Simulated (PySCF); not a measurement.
C3H8GeSi. Atoms are numbered in the order given.

```xyz
13

C      2.4237     1.6820     0.5626
C      1.9637     0.8119    -0.1662
C      1.3555    -0.2182    -0.9842
Ge    -0.3168    -0.9077    -0.1195
Si    -1.6733     0.9552     0.5246
H      2.8461     2.4499     1.1944
H      1.0761     0.1739    -1.9849
H      2.0428    -1.0755    -1.1439
H      0.0926    -1.7615     1.1117
H     -1.0435    -1.8321    -1.1394
H     -3.0451     0.4819     0.9259
H     -1.0511     1.6845     1.6817
H     -1.8117     1.8995    -0.6398
```

Geometry optimised at PBE-D3(BJ)/def2-SVP. This is a generated structure with no PubChem entry under its InChIKey; it may be hypothetical. The values are those of a single conformer.

All values below come from PBE-D3(BJ)/def2-SVP (PySCF).

Frequencies are harmonic and unscaled.

Computed vibrational spectrum:
```tsv
mode	ν (cm⁻¹)	IR (km/mol)	moving atoms (share of kinetic energy)
1	36	0.2	C 37 %, H 29 %, Si 27 %
2	86	0.0	H 66 %, C 23 %
3	94	0.0	H 49 %, C 35 %, Si 13 %
4	146	0.8	C 50 %, Ge 23 %, H 20 %
5	325	4.0	H 68 %, C 29 %
6	339	12.2	H 48 %, C 35 %, Si 11 %
7	346	3.6	Si 52 %, Ge 22 %, H 18 %, C 8 %
8	399	24.3	C 74 %, H 13 %, Ge 12 %
9	472	12.8	H 90 %
10	485	2.0	H 76 %, C 10 %, Ge 8 %
11	588	6.9	H 50 %, C 42 %
12	613	21.6	H 82 %, C 16 %
13	631	28.5	H 79 %, C 18 %
14	650	40.8	H 80 %, C 20 %
15	671	97.7	H 76 %, C 18 %
16	765	114.7	H 72 %, C 26 %
17	824	128.8	H 93 %
18	845	44.0	H 94 %
19	903	39.3	H 98 %
20	905	30.9	H 98 %
21	970	1.2	C 68 %, H 32 %
22	1098	3.5	H 86 %, C 14 %
23	1108	1.3	H 63 %, C 37 %
24	1365	5.6	H 89 %, C 11 %
25	2052	129.6	H 99 %
26	2074	92.6	H 98 %
27	2152	59.2	H 93 %
28	2156	10.9	C 85 %, H 15 %
29	2166	86.4	H 96 %
30	2181	70.9	H 96 %
31	2982	4.4	H 95 %
32	3038	0.1	H 90 %, C 10 %
33	3410	77.0	H 86 %, C 14 %
```
